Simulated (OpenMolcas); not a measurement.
**Ir2+ in a point-charge field**

Ir2+ among 6 point charges of -0.85 e arranged as a trigonal antiprism (D3d), 2.25 Å from the ion, with a polar angle of 50.4° against the regular 54.74°.
```
   0.0000    1.7326    1.4355  -0.85
  -1.5005   -0.8663    1.4355  -0.85
   1.5005   -0.8663    1.4355  -0.85
   0.0000   -1.7326   -1.4355  -0.85
   1.5005    0.8663   -1.4355  -0.85
  -1.5005    0.8663   -1.4355  -0.85
```

| Quantity | Value |
| --- | --- |
| Program | OpenMolcas |
| Method | SS-CASPT2, IPEA 0.25 Eh, imaginary shift 0.1 Eh (closed shells correlated: 5s 5p) |
| Basis | ANO-RCC-VDZP [7s6p4d2f] |
| Scalar Hamiltonian | DKH2, point nucleus |
| Active space | 7 electrons in 5 orbitals (5d) |
| State averaging | 2S+1 = 4 even, 10 roots; 2S+1 = 2 even, 40 roots |
| Spin-orbit coupling | state interaction with AMFI integrals over the reference wave functions |

The lowest spin-free states (labels of D3, the rotations of D3d), above the lowest:

```
State  Degeneracy  E (cm-1)  Free-ion L (%)
   4E           2         0          F (99)
  4A2           1       110          F (97)
  4A1           1      3220         F (100)
   4E           2      3760         F (100)
  4A2           1      8150          F (97)
   2E           2     10660          G (61)
  4A2           1     12280          P (93)
  2A1           1     12420          G (91)
   2E           2     12990          G (80)
  2A2           1     13130          G (63)
   2E           2     13310          G (83)
   4E           2     13860          P (99)
   2E           2     15220          P (63)
  2A1           1     15390          G (98)
  2A2           1     16440          P (56)
   2E           2     17870          H (79)
   2E           2     18260          H (54)
  2A2           1     18680          H (68)
  2A1           1     18890          H (84)
   2E           2     20430          H (74)
```

The lowest levels with spin-orbit coupling:

```csv
E (cm-1),Degeneracy,Label,2S+1,g
0,2,E1/2,4 (90 %),4.07 4.07 6.26
660,2,E1/2,4 (87 %),3.58 3.58 3.82
700,2,E3/2,4 (86 %),0.00 0.00 7.20
2270,2,E1/2,4 (80 %),1.57 5.43 5.43
2280,2,E3/2,4 (83 %),0.00 0.00 7.19
8490,2,E1/2,4,0.91 0.91 2.89
8810,2,E3/2,4 (76 %),0.00 0.00 2.93
9230,2,E1/2,4 (83 %),0.28 0.28 1.71
10130,2,E1/2,4,2.68 2.68 3.41
10720,2,E1/2,4 (70 %),0.39 0.39 2.48
10890,2,E3/2,4 (71 %),0.00 0.00 1.26
11510,2,E1/2,4 (77 %),0.32 0.33 0.33
12960,2,E3/2,4 (60 %),0.00 0.00 1.18
13540,2,E1/2,4 (57 %),0.26 0.26 0.97
15990,2,E3/2,4 (63 %),0.00 0.00 0.95
16160,2,E1/2,2 (75 %),0.16 4.25 4.25
16710,2,E1/2,4,0.82 3.68 3.68
16870,2,E3/2,2 (72 %),0.00 0.00 5.58
17200,2,E1/2,4 (61 %),0.36 1.28 1.28
17960,2,E3/2,2 (73 %),0.00 0.00 4.01
```

Powder χT (cm3 K/mol): 2.28 at 2 K, 2.32 at 10 K, 2.56 at 50 K, 2.85 at 100 K, 3.41 at 200 K, 3.86 at 300 K. The effective moment at 300 K is 2.828 √(χT) = 5.56 μB.

Roots that are degenerate in the reference are averaged as groups; the widest CASPT2 spread within a group is 81 cm-1 (the 2-fold group of multiplicity 2 near 28600 cm-1 above the lowest state of its run). Shifts and gaps below about the spread of the groups concerned are not significant. Spin-orbit coupling mixes the spin-free states strongly: the lowest level takes only 57 % from its leading state, 4E. An orbital doublet at a regular site is open to a Jahn-Teller distortion, which this geometry leaves out. Point charges give a weaker field than real ligands, and real ions of this kind are as a rule low spin; the high spin found here belongs to the model. Free-ion shares, where given, are those of the reference states; single-state CASPT2 does not remix them. This is an electrostatic model: the charges have no orbitals. No measured value stands beside these numbers.
